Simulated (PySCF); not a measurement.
Harmonic spectrum computed at PBE0 in the def2-TZVPD basis family (core potentials from Rb on, PySCF, no spin–orbit coupling):

| ω (cm⁻¹) | IR (km/mol, summed over degenerate members) | degeneracy |
| --- | --- | --- |
| 138 | 31.4 | 2 |
| 427 | 0.0 | 1 |
| 582 | 170 | 1 |

Task: Which molecule gave it? In each, all ligands are bound to the one heavy central atom.
A. SbS₂⁻ (singlet)
B. BS₂⁻ (singlet)
C. InS₂⁻ (singlet)
D. AsS₂⁻ (singlet)
E. GaS₂⁻ (singlet)

Result: E. It has D∞h symmetry with Ga–S 2.067 Å (×2).
